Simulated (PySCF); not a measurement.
Orbital energies and ionisation energy

Compound: CH11NSi3.
Z-matrix (Å and degrees, PBE0-D3(BJ)/def2-SVP geometry), rows numbered from 1:
```
N 
Si  1  1.7358
Si  2  2.3480  1  106.39
C   2  1.8909  1  115.89  3   123.05
Si  4  1.8814  2  116.17  1   176.95
H   1  1.0138  2  119.69  3   -50.59
H   1  1.0140  2  120.45  3   165.51
H   2  1.4975  1  106.92  3  -117.13
H   3  1.4962  2  111.97  1  -176.04
H   3  1.4999  2  110.05  1    64.15
H   3  1.4959  2  110.48  1   -54.91
H   4  1.1042  2  109.04  1   -60.03
H   4  1.1051  2  108.02  1    55.49
H   5  1.4954  4  110.62  2    65.04
H   5  1.4961  4  110.97  2  -174.86
H   5  1.4958  4  110.47  2   -54.73
```

Level: PBE0/def2-SVPD (PySCF). Frontier orbitals with their largest atomic shares (Löwdin; up to four atoms above 4 %):

| orbital | ε (eV) | main atoms |
| --- | --- | --- |
| HOMO−3 | -9.29 | Si5 27 %, H14 22 %, Si3 13 %, H16 11 % |
| HOMO−2 | -9.05 | C4 16 %, Si5 16 %, Si2 13 %, H15 11 % |
| HOMO−1 | -8.13 | Si3 26 %, Si2 26 %, N1 16 %, H8 9 % |
| HOMO | -7.26 | ? |
| LUMO | -0.13 | Si2 25 %, Si3 17 %, N1 9 %, H8 7 % |
| LUMO+1 | 0.24 | Si5 20 %, Si3 17 %, C4 12 %, Si2 9 % |
| LUMO+2 | 0.64 | Si3 37 %, H10 13 %, Si2 12 %, H9 8 % |

Task: What vertical ionisation energy does ΔSCF give, and how far is −ε(HOMO) from it?

Result: ΔSCF: 9.02 eV (871 kJ/mol; threshold wavelength 137 nm); ⟨S²⟩ of the doublet left behind is 0.759, against 0.75 for a pure doublet. −ε(HOMO) is 7.26 eV, 1.76 eV below it. In exact Kohn–Sham theory the two would be equal; PBE0 (global hybrid, 25 % exact exchange) falls short of its own ΔSCF value by 20 %.

Task: On which atoms does the HOMO lie?

Result: N1 (silicon-bound nitrogen) 46 %, C4 (sp3 carbon bound to silicon) 13 %, Si2 (SiH silicon) 13 %, Si3 (SiH3 silicon) 8 %. The HOMO−1 lies 0.87 eV lower.

Task: With α = 107.6 au, estimate the like-pair dispersion coefficient by London's formula C6 = (3/4)α²I.

Result: I = 0.3316 Eh, so C6 ≈ 2880 au, a rough estimate.

Task: How many of the 10 lowest singlet excitations (vertical TDDFT, same level) lie below the ionisation energy?

Result: All 10; they run from 5.85 to 7.62 eV.

Task: Shift the occupied levels rigidly so that −ε(HOMO) equals the ΔSCF value. What binding energies result?

Result: The shift is +1.76 eV: HOMO 9.02, HOMO−1 9.89, HOMO−2 10.81, HOMO−3 11.05 eV. A rigid shift is only a rough guide to the deeper ionisations.

One conformer (not necessarily the lowest) at the PBE0-D3(BJ)/def2-SVP geometry, without solvent, vibrations or thermal averaging.

The run behind these numbers computed excited states and ΔSCF ions as well. The run took 1.9 min wall on one thread of an Arm Neoverse V2, no GPU, shared host.
